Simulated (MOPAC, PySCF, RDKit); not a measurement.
Complex: N2 (SMILES N#N) (first 2 atoms) with CHN (SMILES C#N); geometry from B3LYP-D3(BJ)/def2-TZVP, rigid monomers moved along the line of their centres of mass till N2···H5 is 2.81 Å.
(charge 0, multiplicity 1):
```xyz
5

N      0.06391     0.32300    -1.09639
N      0.03054     0.11818    -0.02598
C     -0.08860    -0.61878     3.78174
N     -0.12382    -0.83716     4.90655
H     -0.05573    -0.41428     2.73375
```

Counterpoise-corrected where a basis set is named; no monomer relaxation. Rows marked so take none. RDKit's UFF carries no charges.

Rows in 6-31G* carry no dispersion term and start afresh at each structure (6-31G* with six Cartesian d functions). MP2/6-31G* freezes PySCF's default core. The state that PM6 reach isn't checked.

Codes used: MOPAC for PM6 (differences of heats of formation); PySCF for 6-31G* rows; RDKit for the force fields. 

### Question
One of these levels gives -3.9 kJ/mol for the interaction energy. Name it.
(A) PM6
(B) UFF
(C) MP2/6-31G* (no counterpoise)

### Answer
A, PM6. The others give -0.5 (UFF), -6.6 (MP2/6-31G* (no counterpoise))
